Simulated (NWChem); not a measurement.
System: BiF3; SMILES [F][Bi]([F])[F]

NWChem input:

```
start job
memory heap 200 mb stack 900 mb global 1100 mb
geometry units angstroms noautosym nocenter noautoz
  Bi     0.000000     0.000000     0.219090
  F     -1.690833    -0.351700    -0.821583
  F      0.540835     1.640155    -0.821583
  F      1.149998    -1.288454    -0.821583
end
basis spherical
  * library def2-svp
end
ecp
  Bi library def2-ecp
end
dft
  xc xcamb88 1.00 lyp 0.81 vwn_5 0.19 hfexch 1.00
  cam 0.33 cam_alpha 0.19 cam_beta 0.46
  iterations 150
  vectors input atomic output neutral.movecs
end
task dft energy
charge 1
dft
  odft
  mult 2
  vectors input atomic output cation.movecs
end
task dft energy
```

All runs use the structure optimised with PBE0/def2-SVP. Not confirmed as a minimum by frequencies. def2 effective core potentials on Bi; no spin-orbit coupling.

Ions are spin-unrestricted doublets at the neutral geometry; other ion states weren't tried.

Question: Predict the main results of this run. (CAM-B3LYP/def2-SVP with def2 effective core potentials on Bi, vertical spin-unrestricted ions.) Quantities: vertical ionisation energy, ΔSCF (eV); −ε(HOMO) (eV).

Answer: 
```yaml
vertical ionisation energy, ΔSCF (eV): 12.37
"−ε(HOMO) (eV)": 11.02
```
